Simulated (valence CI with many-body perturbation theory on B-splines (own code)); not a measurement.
## Ho LV: electric-dipole lines

Method: configuration interaction combined with many-body perturbation theory (CI+MBPT): three valence electrons over a frozen Dirac-Fock core [Ne], a basis of 11 s, 11 p, 10 d, 8 f, 5 g, 2 h functions for each j, with the one-electron correlation potential Σ1, the two-electron term Σ2, the three-electron term Σ3, Breit, model QED; selected CI, second order for the rest, scaled by the run's own slope (own B-spline code, finite nucleus).

No measured spectrum was set against this ion. As an estimate, large intervals hold to a few tenths of a per cent, small ones and those within an open d or f shell to about a per cent.

Lines 201 to 250 of 588 in falling wavelength, among levels below 2569.7 eV, chosen from the strongest by gf and those to the six lowest levels. Wavelengths and rates use the calculated energies. Electric multipoles are in the length gauge, E1 and E2 with the static RPA response of the core. Weak lines are less certain than strong ones. Lines between different terms over intervals too small for the method are left out, as are lines whose strength nearly cancels. The highest levels of a list are the least certain.

Levels are named by their leading jj configuration (3d3/2^4 stands for four electrons in 3d with j = 3/2), which in mixed levels can hold well under half, so a name can repeat and another be missing. Letters in brackets count levels of one name in rising energy.

| λ vac (nm) | Upper | Lower | A (s⁻¹) | log gf | Branch % |
| --- | --- | --- | --- | --- | --- |
| 4.797 | (3p3/2 3d3/2 3d5/2) J=5/2 [d] | (3p3/2^2 3d3/2) J=7/2 | 5.49e+10 | -0.94 | 3.3 |
| 4.791 | (3s 3p1/2 3d5/2) J=5/2 [b] | (3s 3p1/2 3p3/2) J=5/2 | 5.26e+10 | -0.96 | 31.6 |
| 4.771 | (3d3/2 3d5/2^2) J=9/2 | (3p3/2 3d3/2 3d5/2) J=9/2 [a] | 1.13e+11 | -0.42 | 11.0 |
| 4.745 | (3d3/2 3d5/2^2) J=5/2 [b] | (3p3/2 3d3/2 3d5/2) J=5/2 [b] | 9.82e+10 | -0.70 | 8.8 |
| 4.738 | (3s 3d5/2^2) J=5/2 | (3s 3p3/2 3d5/2) J=5/2 [a] | 2.80e+11 | -0.25 | 52.4 |
| 4.705 | (3s 3d5/2^2) J=3/2 | (3s 3p3/2 3d5/2) J=3/2 [a] | 1.45e+11 | -0.71 | 23.2 |
| 4.704 | (3s 3p1/2 3d5/2) J=3/2 | (3s 3p1/2 3p3/2) J=5/2 | 2.00e+10 | -1.58 | 4.4 |
| 4.689 | (3d5/2^3) J=3/2 | (3p3/2 3d5/2^2) J=5/2 [a] | 1.77e+11 | -0.63 | 27.2 |
| 4.656 | (3s 3d3/2 3d5/2) J=7/2 [b] | (3s 3p3/2 3d3/2) J=7/2 | 4.93e+10 | -0.89 | 5.2 |
| 4.626 | (3s 3d5/2^2) J=7/2 | (3s 3p3/2 3d5/2) J=5/2 [a] | 3.94e+10 | -1.00 | 8.0 |
| 4.604 | (3s 3p3/2 3d5/2) J=7/2 [b] | (3s 3p3/2^2) J=5/2 | 2.13e+11 | -0.27 | 19.9 |
| 4.601 | (3s 3d3/2 3d5/2) J=5/2 [b] | (3s 3p3/2 3d3/2) J=5/2 [a] | 7.03e+10 | -0.87 | 4.6 |
| 4.588 | (3s 3d5/2^2) J=9/2 | (3s 3p3/2 3d5/2) J=9/2 | 1.29e+11 | -0.39 | 28.4 |
| 4.544 | (3p3/2 3d5/2^2) J=7/2 [b] | (3p3/2^2 3d5/2) J=7/2 | 1.84e+11 | -0.34 | 14.5 |
| 4.517 | (3s 3p1/2 3d5/2) J=5/2 [b] | (3s 3p1/2 3p3/2) J=3/2 [a] | 6.23e+09 | -1.94 | 3.7 |
| 4.515 | (3d5/2^3) J=5/2 | (3p3/2 3d5/2^2) J=7/2 [a] | 6.70e+10 | -0.91 | 10.1 |
| 4.511 | (3p3/2 3d5/2^2) J=9/2 | (3p3/2^2 3d3/2) J=7/2 | 3.65e+10 | -0.95 | 3.4 |
| 4.467 | (3p3/2 3d5/2^2) J=3/2 [b] | (3p3/2^2 3d5/2) J=1/2 | 1.29e+11 | -0.81 | 8.9 |
| 4.440 | (3s 3p1/2 3d5/2) J=3/2 | (3s 3p1/2 3p3/2) J=3/2 [a] | 4.50e+10 | -1.27 | 10.0 |
| 4.106 | (3p3/2^2 3d3/2) J=7/2 | (3s 3p3/2 3d5/2) J=5/2 [b] | 5.80e+10 | -0.93 | 2.5 |
| 3.793 | (3p3/2 3d3/2^2) J=7/2 | (3s 3d3/2 3d5/2) J=5/2 [a] | 5.30e+10 | -1.04 | 2.4 |
| 3.743 | (3p3/2^2 3d3/2) J=5/2 | (3s 3p3/2 3d5/2) J=3/2 [a] | 7.94e+10 | -1.00 | 3.3 |
| 3.732 | (3p3/2^2 3d5/2) J=7/2 | (3s 3p3/2 3d5/2) J=5/2 [b] | 2.67e+11 | -0.35 | 16.2 |
| 3.623 | (3p3/2 3d3/2 3d5/2) J=7/2 [a] | (3s 3d3/2 3d5/2) J=7/2 [b] | 8.19e+10 | -0.89 | 5.2 |
| 3.606 | (3s 3p1/2 3p3/2) J=3/2 [a] | (3s^2 3p1/2) J=1/2 | 4.31e+09 | -2.47 | 73.2 |
| 3.605 | (3p3/2 3d3/2 3d5/2) J=5/2 [d] | (3s 3d5/2^2) J=5/2 | 9.97e+10 | -0.93 | 6.0 |
| 3.596 | (3p3/2 3d3/2 3d5/2) J=9/2 [b] | (3s 3d5/2^2) J=9/2 | 1.09e+11 | -0.67 | 6.9 |
| 3.591 | (3p3/2 3d5/2^2) J=5/2 [a] | (3s 3d5/2^2) J=3/2 | 2.36e+11 | -0.56 | 20.2 |
| 3.571 | (3p3/2^2 3d5/2) J=1/2 | (3s 3p3/2 3d5/2) J=3/2 [b] | 5.05e+11 | -0.71 | 26.5 |
| 3.535 | (3s 3p3/2 3d5/2) J=5/2 [a] | (3s^2 3d5/2) J=5/2 | 2.07e+11 | -0.63 | 43.2 |
| 3.533 | (3p3/2^2 3d5/2) J=9/2 | (3s 3p3/2 3d5/2) J=7/2 [b] | 8.21e+11 | 0.19 | 55.0 |
| 3.527 | (3p3/2 3d5/2^2) J=5/2 [a] | (3s 3d5/2^2) J=7/2 | 1.96e+11 | -0.66 | 16.7 |
| 3.526 | (3p3/2 3d5/2^2) J=7/2 [a] | (3s 3d5/2^2) J=7/2 | 1.47e+11 | -0.66 | 15.8 |
| 3.518 | (3p3/2 3d3/2 3d5/2) J=3/2 [a] | (3s 3d3/2 3d5/2) J=3/2 [b] | 2.16e+11 | -0.79 | 11.8 |
| 3.517 | (3p3/2^2 3d5/2) J=7/2 | (3s 3p3/2 3d5/2) J=7/2 [b] | 1.79e+11 | -0.58 | 10.9 |
| 3.515 | (3p3/2^2 3d3/2) J=1/2 | (3s 3p3/2 3d3/2) J=1/2 [b] | 6.53e+11 | -0.62 | 25.3 |
| 3.506 | (3p3/2^2 3d3/2) J=5/2 | (3s 3p3/2 3d3/2) J=5/2 [b] | 8.40e+10 | -1.03 | 3.5 |
| 3.502 | (3p3/2 3d5/2^2) J=9/2 | (3s 3d5/2^2) J=7/2 | 1.92e+11 | -0.45 | 18.1 |
| 3.485 | (3p3/2 3d3/2 3d5/2) J=5/2 [b] | (3s 3d3/2 3d5/2) J=5/2 [b] | 3.27e+11 | -0.45 | 18.8 |
| 3.484 | (3s 3p3/2^2) J=5/2 | (3s^2 3p3/2) J=3/2 | 3.54e+11 | -0.41 | 100.0 |
| 3.484 | (3p1/2 3p3/2 3d5/2) J=3/2 [a] | (3s 3p1/2 3d5/2) J=3/2 | 3.62e+11 | -0.58 | 44.7 |
| 3.468 | (3p3/2 3d3/2 3d5/2) J=11/2 | (3s 3d3/2 3d5/2) J=9/2 | 8.70e+11 | 0.27 | 74.8 |
| 3.464 | (3p3/2 3d5/2^2) J=5/2 [a] | (3s 3d5/2^2) J=5/2 | 2.24e+11 | -0.62 | 19.2 |
| 3.464 | (3p3/2 3d5/2^2) J=7/2 [a] | (3s 3d5/2^2) J=5/2 | 4.98e+11 | -0.14 | 53.6 |
| 3.463 | (3p1/2 3p3/2^2) J=3/2 | (3s 3p1/2 3p3/2) J=1/2 | 5.70e+11 | -0.39 | 37.8 |
| 3.456 | (3p3/2^2 3d3/2) J=7/2 | (3s 3p3/2 3d3/2) J=5/2 [b] | 1.14e+12 | 0.21 | 49.4 |
| 3.450 | (3p3/2 3d5/2^2) J=11/2 | (3s 3d5/2^2) J=9/2 | 6.16e+11 | 0.12 | 79.8 |
| 3.450 | (3p3/2 3d3/2 3d5/2) J=7/2 [b] | (3s 3d3/2 3d5/2) J=7/2 [b] | 3.66e+11 | -0.28 | 23.8 |
| 3.449 | (3s 3p3/2 3d5/2) J=7/2 [a] | (3s^2 3d5/2) J=5/2 | 8.90e+10 | -0.90 | 25.0 |
| 3.449 | (3p3/2 3d3/2 3d5/2) J=7/2 [b] | (3s 3d3/2 3d5/2) J=5/2 [b] | 3.92e+11 | -0.25 | 25.4 |

(1) How does gf follow from A for the line at 3.605 nm?

Answers

(1) gf = 1.4992 × (2J+1)_upper × A / σ², with σ = 2774084 cm⁻¹ and 2J+1 = 6: gf = 0.117.
